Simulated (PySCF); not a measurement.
## How methods differ on the excitation energy of Ca

Ca [Ar] 4s2 (1S) → Ca [Ar] 3d2 (3F), as a difference of total energies. Calculation: PySCF 2.14, in def2-QZVPPD (11s6p4d3f, 70 functions); the non-relativistic Hamiltonian (point nucleus). Correlated levels: valence: [Ar] frozen. The calculations carry no spin-orbit coupling.

```tsv
method	excitation energy (cm⁻¹)
UHF	42864
MP2 (valence)	45708
SCS-MP2 (valence)	47663
CCSD (valence)	46071
```

With two correlated electrons CCSD is exact in that space.

The coupled-cluster amplitudes are large for the upper state (T1 above 0.03 or a double amplitude above 0.15), so a single reference is strained.
